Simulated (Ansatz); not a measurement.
Ligand exchange: GeH(GeH3)Cl2 + BHBr2 → GeH2(GeH3)Cl + BBr2Cl

Species: GeH(GeH3)Cl2, singlet; BHBr2 `BrBBr`, singlet; GeH2(GeH3)Cl, singlet; BBr2Cl `ClB(Br)Br`, singlet. The partners trade Cl for H: Ge–Cl and B–H bonds give way to Ge–H and B–Cl.

Shapes, held fixed at every level: PBE0-D4/def2-TZVP. Programs: Ansatz 0.2.0. The zero-point and thermal change to 298 K, harmonic and unscaled (PBE0-D4/def2-TZVP), is -3.4 kJ/mol.

| level | kind | ΔH(298 K) (kJ/mol) | less CCSD(T)/def2-TZVPP |
| --- | --- | --- | --- |
| HF/def2-SVP | Hartree–Fock | +3.5 | +3.3 |
| B3LYP-D4/def2-TZVPP | global hybrid | +2.7 | +2.5 |
| wB97X-V/def2-TZVPP | range-separated hybrid | +0.8 | +0.6 |
| B2PLYP/def2-TZVPP | double hybrid | +2.1 | +1.9 |
| MP2/def2-SVP | perturbation theory | -18.9 | -19.1 |
| MP2/def2-TZVPP | perturbation theory | -2.5 | -2.7 |
| CCSD/def2-TZVPP | coupled cluster or CI | +2.2 | +2.0 |
| CCSD(T)/def2-TZVPP | coupled cluster or CI | +0.2 | 0.0 |

The highest level, CCSD(T)/def2-TZVPP, gives ΔH(298 K) = +0.2 kJ/mol; the levels span -18.9 to +3.5. That is about zero within the method's error. They disagree on the sign: 6 of 8 are positive. The column of differences is taken from that level and isn't an error. No measured value is set beside it here. Relativity is left out for Br, Ge. Outer-core shells of Br, Ge are correlated, in sets that cover them unevenly.
